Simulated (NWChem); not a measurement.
System: InCl, singlet; SMILES [Cl][In]

The following NWChem deck was run.

```
start job
memory heap 200 mb stack 900 mb global 1100 mb
geometry units angstroms noautosym nocenter noautoz
  In     0.000000     0.000000    -0.627988
  Cl     0.000000     0.000000     1.785506
end
basis spherical
  In library def2-tzvpp
  Cl library def2-tzvpp
end
ecp
  In library def2-ecp
end
dft
  xc pbe0
  iterations 150
  vectors input atomic output neutral.movecs
end
task dft energy
charge 1
dft
  odft
  mult 2
  vectors input atomic output cation.movecs
end
task dft energy
```

Low-valent species are run as closed-shell singlets; no triplet was tried in these runs. Structure relaxed at the PBE0-D3(BJ)/def2-TZVP level. def2 effective core potentials on In; no spin-orbit coupling.

Ions are spin-unrestricted doublets at the neutral geometry; other ion states weren't tried.

### Question
Give the results of this calculation. (PBE0/def2-TZVPP with def2 effective core potentials on In, vertical spin-unrestricted ions.) Quantities: basis functions; vertical ionisation energy, ΔSCF (eV); −ε(HOMO) (eV).

### Answer
```
Property                               Result
-------------------------------------  ------
number of basis functions                  92
vertical ionisation energy, ΔSCF (eV)   10.68
−ε(HOMO) (eV)                            7.26
```
